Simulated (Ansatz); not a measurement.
## Worked example: the enthalpy of CHBrCl2 + CBrClF2 → CHCl2F + CBr2ClF

Species: CHBrCl2 (bromodichloromethane) `ClC(Cl)Br`, singlet; CBrClF2 `FC(F)(Cl)Br`, singlet; CHCl2F `FC(Cl)Cl`, singlet; CBr2ClF (dibromochlorofluoromethane) `FC(Cl)(Br)Br`, singlet. The partners trade Br for F; both sit on C, so the bond types are kept.

Shapes, held fixed at every level: PBE0-D4/def2-TZVP. Programs: Ansatz 0.2.0. The zero-point and thermal terms to 298 K, harmonic and unscaled (PBE0-D4/def2-TZVP), stand in the table.

At B3LYP-D4/def2-TZVPP; 1 Eh = 2625.50 kJ/mol:

```
species   energy (Eh)  H(298 K) − E (kJ/mol)  tabulated ΔfH (kJ/mol)
CHBrCl2  -3533.356967                   65.7                   -51.5
CBrClF2  -3272.300468                   48.7                  -442.2
 CHCl2F  -1059.062339                   70.3                  -284.5
CBr2ClF  -5746.586980                   44.0                  -187.4
```

Task: Work out the reaction enthalpy at 298 K from the calculation and from the table of heats.

Result: 
1. Electronic: (-1059.062339) + (-5746.586980) − [(-3533.356967) + (-3272.300468)] = 0.008116 Eh = +21.3 kJ/mol.
2. Zero-point and thermal: (70.3) + (44.0) − [(65.7) + (48.7)] = -0.1 kJ/mol.
3. Computed ΔH = +21.2 kJ/mol.
4. From the heats of formation (Active Thermochemical Tables): (-284.5) + (-187.4) − [(-51.5) + (-442.2)] = +21.8 kJ/mol.
5. Computed less tabulated: -0.6 kJ/mol. Tabulated heats carry uncertainties of their own.

Relativity is left out for Br unless named.
